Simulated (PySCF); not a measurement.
C2H8GaN, SMILES C[N]([GaH2])C.

Geometry: PBE-D3(BJ)/def2-SVP. The structure was generated by enumeration; whether it is a known compound was not checked.

Calculation: PySCF 2.14.0 with PBE-D3(BJ)/def2-SVP.

Frequencies are harmonic and unscaled.

Q: Estimate the vibrational spectrum. (The exact figures need the calculation; the answer reports its results.)

A: 
| mode | ν (cm⁻¹) | IR (km/mol) | moving atoms (share of kinetic energy) |
|---|---|---|---|
| 1 | 187 | 5.1 | H 65 %, N 32 % |
| 2 | 230 | 0.5 | C 41 %, H 36 %, N 18 % |
| 3 | 239 | 0.0 | H 95 % |
| 4 | 296 | 0.0 | H 98 % |
| 5 | 296 | 7.9 | H 58 %, N 36 % |
| 6 | 317 | 2.4 | C 47 %, H 31 %, Ga 22 % |
| 7 | 497 | 50.3 | H 84 % |
| 8 | 541 | 52.7 | H 95 % |
| 9 | 558 | 17.2 | C 37 %, H 24 %, N 23 %, Ga 15 % |
| 10 | 691 | 108.8 | H 98 % |
| 11 | 992 | 70.7 | C 40 %, H 37 %, N 23 % |
| 12 | 1048 | 1.8 | H 73 %, C 25 % |
| 13 | 1072 | 0.0 | H 80 %, C 20 % |
| 14 | 1119 | 0.4 | H 69 %, C 20 %, N 11 % |
| 15 | 1209 | 65.3 | N 59 %, C 31 %, H 10 % |
| 16 | 1248 | 11.8 | H 39 %, N 38 %, C 23 % |
| 17 | 1377 | 1.0 | H 87 %, C 13 % |
| 18 | 1396 | 0.0 | H 97 % |
| 19 | 1400 | 25.8 | H 82 %, C 18 % |
| 20 | 1404 | 11.3 | H 97 % |
| 21 | 1424 | 21.2 | H 97 % |
| 22 | 1447 | 0.0 | H 95 % |
| 23 | 1928 | 54.8 | H 100 % |
| 24 | 1943 | 203.9 | H 98 % |
| 25 | 2889 | 57.3 | H 97 % |
| 26 | 2895 | 179.4 | H 97 % |
| 27 | 2936 | 92.6 | H 91 %, C 9 % |
| 28 | 2946 | 0.0 | H 90 %, C 10 % |
| 29 | 3051 | 12.6 | H 91 %, C 9 % |
| 30 | 3051 | 11.8 | H 91 %, C 9 % |
